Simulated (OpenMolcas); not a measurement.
**Zr²⁺: Racah parameters, worked from levels**

```
Program             : OpenMolcas 26.06
Basis               : ANO-RCC-VTZP [7s6p4d2f1g]
Scalar Hamiltonian  : DKH2, point nucleus
Active space        : 2 electrons in 5 orbitals (4d)
State averaging     : 2S+1 = 3 even, 10 roots; 2S+1 = 1 even, 15 roots
Spin-orbit coupling : state interaction with AMFI integrals over the reference wave functions, term energies averaged over their components
```

Methods: CASSCF; SS-CASPT2, IPEA 0.25 Eh, imaginary shift 0.1 Eh (closed shells correlated: 4s 4p). Measured levels: Moore, Atomic Energy Levels, vol. II, NSRDS-NBS 35 (1971 reprint of NBS Circular 467, 1952); NIST levels as listed in Rynkun, Gaigalas and Jonsson, Astron. Astrophys. 637, A10 (2020).

**Racah parameters.** Above 3F, d2 has 3P at 15B, 1G at 12B + 2C and 1D at 5B + 2C. The first two fix B and C, and the third tests them; where it misses by thousands of cm-1, two parameters do not describe the configuration (Trees and configuration-interaction terms are left out) and B and C hang on the terms chosen. Term energies are centres of gravity, weighted by 2J + 1.

| Source | 3P | 1G | B | C | C/B | 1D from B, C | 1D found |
| --- | --- | --- | --- | --- | --- | --- | --- |
| CASSCF | 9971 | 13012 | 665 | 2518 | 3.79 | 8361 | 8329 |
| SS-CASPT2 | 8193 | 10787 | 546 | 2116 | 3.88 | 6962 | 4586 |
| measured | 7717 | 10185 | 514 | 2006 | 3.90 | 6582 | 4878 |

Energies in cm-1. From CASSCF to SS-CASPT2, B changes by -17.9 % and C by -16.0 %. Against the measured terms, SS-CASPT2 has B off by +6.2 % and C by +5.5 %.

Term energies are means over components that CASPT2 splits; among the terms shown or strongly mixed into the levels shown the widest spread is 480 cm-1 (4d2 3F, SS-CASPT2). Levels of configurations with an s electron are missing; early in the row they begin among the upper levels of the d shell and mix with terms of their name. Without dynamic correlation excited terms often stand tens of per cent too high (terms of higher spin than the ground term too low), and those without a measured partner can miss by more than the paired ones (holds for CASSCF). Some levels mix across a computed gap that differs much from the measured one, so their mixing is not that of the real levels (holds for CASSCF). Computed and measured levels are paired by configuration, term and J; levels that our copy of the source lacks, or whose pairing is in doubt (as where it misses far off the trend of its configuration), stay unpaired and out of the deviations. Only configurations of the active space appear.
